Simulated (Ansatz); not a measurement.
Tl3Cl3⁺, relaxed as a doublet with UKS PBE-D4/def2-SVP in Ansatz, starting from the GFN2-xTB geometry. Force threshold 0.02 eV/Å.

In the def2 sets Tl takes a core potential; there is no spin–orbit coupling. In the doublet, Cl4 and Cl6 lie 2.69 Å apart (atoms count from 1), so these atoms are partly bonded to each other. Another isomer (doublet) lies 0.15 eV lower at PBE0-D4/def2-TZVP; other spin states weren't run for this one.

Start:

```xyz
6

Tl   -0.8292    2.0900    0.6394
Tl    2.0996    0.4431   -1.9123
Tl    0.1535   -2.2107    0.7580
Cl   -2.1897   -0.4740    0.9722
Cl    1.5311    0.3750    0.8970
Cl   -0.7653   -0.2234   -1.3542
```

(1) Estimate the energy that the relaxation releases and the steps that it takes.

(2) Does the start keep its bonding and symmetry?

(3) Predict the relaxed structure.

Answers

(1) 16.0 kJ/mol, in 6 steps; 15 s on 4 threads of Arm Neoverse V2 on a shared host. No frequencies were taken in this run, so the end may be a saddle point.

(2) By distances, no bond broke or formed. The bond that changes most is Tl1–Cl5, from 2.93 to 2.99 Å (atoms count from 1). Point group Cs at the start, Cs at the end, both within 0.05 Å.

(3) 
```tsv
atom	x (Å)	y (Å)	z (Å)
Tl1	-0.798	2.104	0.842
Tl2	2.014	0.413	-1.930
Tl3	0.193	-2.195	0.956
Cl4	-2.222	-0.490	0.770
Cl5	1.668	0.409	0.896
Cl6	-0.855	-0.241	-1.533
```
Bond lengths (bridged metal pairs left out): 3 × Cl–Tl 2.85 to 2.96 Å.
